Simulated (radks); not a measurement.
Values are calculated unless marked as measured or tabulated.
Orbital eigenvalues (eV) of the rubidium ion Rb+, [Kr], at several levels of relativity; Dirac values are averaged over j with weights 2j + 1. Spin-unpolarised spherical Kohn-Sham, PBE, point nucleus unless stated (finite: rms radius 4.2036 fm), a radial shooting solver on a logarithmic mesh with Libxc functionals. A level marked "c x" has the speed of light scaled by that factor and shares open shells by 2j + 1; other Dirac levels either fill j = l - 1/2 first or share by 2j + 1.

shell	non-rel.	scalar-rel.	scalar-rel., finite nucleus	Dirac, low j first	change of magnitude, last against first (%)
1s	-14749	-15040	-15039	-15034	+1.93
2s	-1948.2	-2014.0	-2014.0	-2012.9	+3.32
2p	-1769.4	-1786.0	-1786.0	-1785.7	+0.92
3s	-292.74	-303.78	-303.78	-303.64	+3.72
3p	-228.23	-230.66	-230.66	-230.66	+1.06
3d	-112.00	-109.74	-109.74	-109.68	-2.06
4s	-36.476	-37.631	-37.630	-37.618	+3.13
4p	-21.650	-21.651	-21.651	-21.656	+0.03
